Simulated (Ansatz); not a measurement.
vinylidene fluoride cation (C2H2F2), SMILES C=C(F)F (connectivity only; charge and spin as stated), charge +1, multiplicity 2.

Coordinates come from a B3LYP-D3(BJ)/def2-SVP optimisation. The spin state was assumed, not searched.

Two levels are set side by side: PBE/def2-SVPD (Ansatz, a program for electronic structure) and CAM-B3LYP/def2-SVPD (Ansatz). Energy differences of separate SCF runs at the same geometry; the states with an electron removed or added have multiplicity 1 and 1. Differences are taken from unrounded values.

```json
[
 {"quantity": "vertical ionisation energy (eV)", "CAM-B3LYP": "19.30", "PBE": "19.14", "PBE minus CAM-B3LYP": "-0.15"},
 {"quantity": "vertical electron affinity (eV)", "CAM-B3LYP": "9.78", "PBE": "9.65", "PBE minus CAM-B3LYP": "-0.12"}
]
```

On these quantities the two levels nearly agree.
